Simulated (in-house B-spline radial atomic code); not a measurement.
Radial electron density of C4+, 1s1 5f1. Computed with a radial B-spline atomic code at the basis-set limit: Dirac-Hartree-Fock, average of configuration, Fermi nucleus of rms radius 2.4702 fm.

Columns: r (bohr), 4πr²n(r) (electrons per bohr), bar.

```
  0.0102     0.08 #
  0.0124   0.1151 ##
  0.0149   0.1612 ##
   0.018   0.2266 ###
  0.0217   0.3149 ####
  0.0261    0.432 ######
  0.0315   0.5896 ########
   0.038   0.7933 ###########
  0.0458    1.049 ##############
  0.0552    1.361 ##################
  0.0666    1.727 #######################
  0.0803    2.129 #############################
  0.0968    2.538 ##################################
   0.117    2.908 #######################################
   0.141    3.166 ###########################################
    0.17    3.248 ############################################
   0.205    3.102 ##########################################
   0.247     2.72 #####################################
   0.298    2.146 #############################
   0.359    1.497 ####################
   0.433    0.896 ############
   0.522   0.4475 ######
   0.629   0.1802 ##
   0.759  0.05629 #
   0.915  0.01611 
     1.1  0.01209 
    1.33  0.02499 
     1.6  0.05126 #
    1.93   0.0883 #
    2.33   0.1165 ##
    2.81   0.1013 #
    3.39  0.03743 #
    4.09 0.0009096 
    4.93   0.0801 #
    5.95   0.2061 ###
    7.17    0.211 ###
    8.65   0.1055 #
    10.4  0.02636 
    12.6 0.002712 
    15.2 0.0001137 
    18.3 1.667e-06 
      22 7.149e-09
```

On this grid the curve has 3 maxima, near 0.17, 2.33, 7.17 bohr.

The 5f5/2 radial function P(r) = rR(r), positive near the nucleus, with its small component Q(r) (sign convention: Q ≈ (P' + κP/r)/2c):

```csv
r (bohr),P,Q
0.247,0.0007861,7.742e-05
0.359,0.003027,0.0002009
0.522,0.01095,0.0004836
0.759,0.03592,0.001037
1.1,0.1008,0.001845
1.6,0.2264,0.002443
2.33,0.3413,0.00175
3.39,0.1935,-0.0004062
4.93,-0.2831,-0.001544
7.17,-0.4593,-0.0004889
10.4,-0.1624,0.0001011
15.2,-0.01066,1.754e-05
```
